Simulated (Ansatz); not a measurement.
This geometry of AlCl2H3OS (8 atoms, charge 0, multiplicity 1) is a first-order saddle point.

These are results of RKS PBE-D4/6-31G* in Ansatz 0.2.0, not measurements.

```xyz
8
Properties=species:S:1:pos:R:3
Al 0.070 0.348 0.109
O -0.021 -0.173 1.858
H -0.852 -0.568 2.194
Cl 1.796 -0.319 -0.915
Cl -1.816 0.321 -0.859
S 0.440 2.481 1.156
H 1.784 2.310 1.287
H 0.115 1.231 2.029
```

Problem. Which two structures does it join? (They come from a converged band through this point; their orientation in space is the band's.)

Solution. Bonds broken: S6–H8. Bonds formed: O2–H8.

First end point:

```xyz
8
Properties=species:S:1:pos:R:3
Al -0.007 0.145 0.247
O -0.104 -0.355 1.906
H -0.401 -1.264 2.094
Cl 1.654 -0.485 -0.934
Cl -1.809 0.538 -0.824
S 0.705 2.444 0.839
H 1.682 2.033 1.692
H -0.206 2.576 1.841
```

Last end point:

```xyz
8
Properties=species:S:1:pos:R:3
Al 0.219 0.624 0.130
O -0.181 -0.140 1.938
H -1.101 -0.491 1.960
Cl 1.838 -0.539 -0.595
Cl -1.719 0.287 -0.710
S 0.630 2.711 0.787
H 1.980 2.539 0.808
H -0.151 0.640 2.543
```

Problem. How far does it lie above each of them?

Solution. 20.6 kJ/mol above the first and 49.1 kJ/mol above the second. This is the barrier of this one path; another mechanism may lie lower. The orbitals stay closed-shell, which can raise the energy where a bond breaks towards radicals; this wasn't checked here.

Time of the run: 3.1 min on 2 threads of Arm Neoverse V2 (shared host), peak memory 0.14 GiB.
